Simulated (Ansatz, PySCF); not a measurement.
Hf(OH)2(H)2 (H4HfO2), SMILES [OH][HfH2][OH], multiplicity 1.

Geometry optimised at PBE0-D3(BJ)/def2-TZVP. The spin state was assumed, not searched. The def2 effective core potentials stand for the cores of Hf; spin–orbit coupling is left out. The values are those of a single conformer.

Vertical ionisation energy (IE) and electron affinity (EA) in eV. Rows of orbital energies are one-electron estimates. Where ΔSCF, EOM or ADC give a negative EA the extra electron is unbound and the value depends on the basis.

| level | IE | EA |
|---|---|---|
| −ε(HOMO), −ε(LUMO), ωB97X/def2-TZVPD (PySCF) | 10.18 | -0.84 |
| −ε(HOMO), −ε(LUMO), PBE/def2-TZVPD (PySCF) | 6.33 | 1.94 |
| ΔSCF, CAM-B3LYP/def2-SVPD (Ansatz), final states of multiplicity 2 and 2 | 10.11 | -0.56 |
| ΔSCF, PBE/def2-SVPD (Ansatz), final states of multiplicity 2 and 2 | 9.49 | -0.40 |

Problem. What vertical singlet–triplet gap does ΔSCF give with CAM-B3LYP/def2-SVPD (Ansatz, a program for electronic structure) and with PBE/def2-SVPD (Ansatz)? (An estimate is asked for; the answer gives what the named calculation found.)

Solution. 4.48 and 4.05 eV (triplet above singlet where positive).
